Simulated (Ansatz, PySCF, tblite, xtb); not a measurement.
Bond stretch in Br2Ge, SMILES [Ge]([Br])[Br]. The Ge1–Br3 bond (Ge1 also carries Br; Br3 carries nothing else) is varied alone, starting from the PBE0/def2-TZVP optimised geometry.

Levels: GFN2-xTB, 300 K electronic temperature (tblite); GFN1-xTB (xtb); UKS-LDA (SVWN5)/6-31G* = unrestricted LDA (SVWN5)/6-31G*, spherical d (PySCF); UCCSD(T) = Ansatz (a program for electronic structure) with CCSD(T) on UHF/cc-pVDZ, cores with 3d frozen.

Energies relative to the lowest point of each curve near equilibrium, in kJ/mol; the last columns give the difference from UCCSD(T):

```tsv
R / Å	GFN2-xTB	GFN1-xTB	UKS-LDA (SVWN5)/6-31G*	UCCSD(T)	GFN2-xTB − UCCSD(T)	GFN1-xTB − UCCSD(T)	UKS-LDA (SVWN5)/6-31G* − UCCSD(T)
1.90	244.4	344.8	212.5	249.5	-5.1	95.4	-36.9
2.08	60.1	71.1	55.1	70.9	-10.9	0.1	-15.8
2.21	13.9	12.0	11.2	17.5	-3.6	-5.6	-6.4
2.26	5.7	3.6	3.8	7.5	-1.7	-3.9	-3.6
2.34	0.0	0.0	0.0	0.0	0.0	0.0	0.0
2.43	1.5	5.6	4.3	1.1	0.4	4.5	3.2
2.49	6.0	13.1	10.8	5.9	0.1	7.2	4.8
2.67	31.0	46.1	41.1	32.7	-1.6	13.4	8.4
2.86	68.6	90.0	81.4	70.9	-2.3	19.1	10.5
3.12	126.0	153.2	138.0	126.4	-0.5	26.8	11.6
3.41	185.8	216.2	194.3	189.3	-3.5	26.9	5.0
3.88	257.1	291.1	263.7	266.5	-9.4	24.6	-2.8
4.33	293.6	333.4	305.3	298.4	-4.8	35.0	6.9
4.89	—	359.5	333.5	309.8	—	49.7	23.7
5.67	—	—	351.4	311.1	—	—	40.3
6.74	—	—	360.9	311.7	—	—	49.2
```

GFN2-xTB is furthest from UCCSD(T) at 2.08 (-10.9 kJ/mol, below); its mean absolute difference over the points is 3.4 kJ/mol.

GFN1-xTB is furthest from UCCSD(T) at 1.90 (95.4 kJ/mol, above); its mean absolute difference over the points is 22.3 kJ/mol.

UKS-LDA (SVWN5)/6-31G* is furthest from UCCSD(T) at 6.74 (49.2 kJ/mol, above); its mean absolute difference over the points is 14.3 kJ/mol.

A dash means that the run gave no value there, or that the column was ended at a point which the program doubted or which failed a test of continuity chosen for this set; such a test can also cut sound points.

The unrestricted determinant behind UKS-LDA (SVWN5)/6-31G* is spin-contaminated at 4.33 to 6.74 Å (<S²> up to 0.7, against 0.00 for a pure singlet). The unrestricted determinant behind UCCSD(T) is spin-contaminated at 3.41 to 6.74 Å (<S²> up to 1.0, against 0.00 for a pure singlet).
